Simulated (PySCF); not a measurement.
Si(Me)2(SiH3)2, C₂H₁₂Si₃, SMILES [SiH3][Si]([SiH3])(C)C, GFN2-xTB optimised geometry.

```
17

C     -0.82    -1.76    -1.53
Si    -0.21    -0.77     0.00
C     -0.82    -1.77     1.53
Si     2.12    -0.77     0.00
Si    -1.27     1.31     0.00
H     -0.42    -2.77    -1.54
H     -0.53    -1.28    -2.45
H     -1.91    -1.85    -1.54
H     -0.52    -1.28     2.45
H     -0.42    -2.77     1.54
H     -1.91    -1.85     1.54
H      2.73    -2.11     0.00
H      2.66    -0.09    -1.17
H      2.66    -0.08     1.17
H     -0.90     2.10    -1.18
H     -2.73     1.26     0.01
H     -0.89     2.11     1.17
```

Density from CAM-B3LYP/def2-SVP run with PySCF 2.14.0 at that geometry.

Minimum of the electron density along straight lines between bonded atoms, close to the bond critical point (lines longer than 1.1 times the sum of covalent radii, or with two minima, are not listed):

```tsv
bond	length / Å	ρ at the minimum / e bohr⁻³	∇²ρ there / e bohr⁻⁵	position (fraction from the first atom)
C1–Si2	1.918	0.108	0.30	0.62
Si2–C3	1.918	0.108	0.30	0.38
C1–H6	1.087	0.272	-0.98	0.63
C1–H7	1.087	0.273	-0.99	0.63
C1–H8	1.087	0.272	-0.98	0.63
C3–H9	1.087	0.273	-0.99	0.63
C3–H10	1.087	0.272	-0.98	0.63
C3–H11	1.087	0.272	-0.98	0.63
Si4–H12	1.467	0.115	0.33	0.49
Si4–H13	1.466	0.115	0.33	0.49
Si4–H14	1.466	0.115	0.33	0.49
Si5–H15	1.466	0.115	0.33	0.49
Si5–H16	1.467	0.115	0.33	0.49
Si5–H17	1.466	0.115	0.33	0.49
```
